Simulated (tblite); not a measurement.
Compound: C2H9N2Si (doublet state).
Structure used (GFN2-xTB), in Å, numbered top down from 1:
```
atom  x, y, z in Å
C1    -2.8591    0.1707    0.1003
N2    -1.5289    0.4918    0.0501
Si3   -0.2384   -0.5524   -0.4293
N4     1.1449    0.4304   -0.1500
C5     2.4696   -0.0023   -0.5155
H6    -3.1186   -0.8657    0.0510
H7    -3.5605    0.8901    0.4718
H8    -1.3544    1.4842    0.1009
H9    -0.2056   -0.8896   -1.8601
H10   -0.3721   -1.7882    0.3600
H11    1.1644    0.9801    0.6968
H12    2.9187   -0.6687    0.2301
H13    3.1261    0.8606   -0.6455
H14    2.4132   -0.5415   -1.4577
```

Method: GFN2-xTB as coded in tblite; computed harmonic values from a numerical Hessian at the method's own geometry, unscaled. Errors from tens to a few hundred cm⁻¹ against measured bands are possible. Modes of hydrogen on silicon can be 10 to 20 % off. One conformer, not necessarily the lowest. Open shells enter through the occupations alone, without spin polarisation, and single modes of such species can be off by tens of per cent.

Harmonic wavenumbers (cm⁻¹): 82.0, 102.2, 137.2, 172.0, 243.5, 303.1, 310.1, 334.6, 501.5, 528.7, 542.5, 587.6, 746.0, 785.9, 824.0, 837.5, 1035.3, 1066.0, 1114.6, 1167.1, 1278.6, 1353.8, 1365.1, 1425.5, 1445.2, 1495.5, 1506.8, 2140.4, 2193.3, 2900.2, 2969.7, 3037.0, 3137.4, 3190.9, 3433.4, 3442.3.

A = 15413, B = 1805, C = 1670 MHz; mass 89.053 u (most abundant isotopes); point group C1, symmetry number 1; spin multiplicity 2.

**Question.** Zero-point energy?

**Answer.** Half the sum of the wavenumbers: 23868 cm⁻¹ = 68.24 kcal/mol.

**Question.** Entropy at 400 K, 1 bar (ideal gas, RRHO, classical rotation)?

**Answer.** Translation 40.86, rotation 27.22, vibration 29.64, spin (R ln 2) 1.38: S = 99.1 cal/(mol K).

**Question.** And Cp and H(400 K) − H(0)?

**Answer.** Cp = 37.94 cal/(mol K), of which vibrations give 29.99 (their classical limit is 36 R = 71.5); H(400 K) − H(0) = 9.51 kcal/mol without the zero-point energy, 6.33 from vibrations.

**Question.** What must be added to the electronic energy to get the Gibbs energy at 400 K and 1 bar?

**Answer.** ZPE + [H(400 K) − H(0)] − T·S = 68.24 + 9.51 − 39.64 = 38.11 kcal/mol.

**Question.** How do the functions run with temperature in this model?

**Answer.** 
```csv
T (K),S (cal/(mol K)),Cp (cal/(mol K)),H − H(0) (kcal/mol),G − H(0) (kcal/mol),ln q(vib)
100,63.8,16.4,1.15,-5.23,0.93
200,77.8,24.5,3.21,-12.35,2.89
300,89.1,31.6,6.03,-20.71,4.93
500,108.1,43.3,13.58,-40.49,8.91
800,131.2,54.7,28.42,-76.53,14.42
1000,144.0,59.9,39.90,-104.07,17.76
```

q(vib) and H(0) count from the zero-point level.

Hindered rotation and anharmonicity are outside this model. Other conformers, if any are populated, would add a mixing term that is left out. The structure is chiral; the term R ln 2 for an equal mix with its mirror image is left out.

Time: 0.25 s of wall time. Hardware: one thread of an Arm Neoverse V2, on a shared host. The figure is for the frequency step alone.
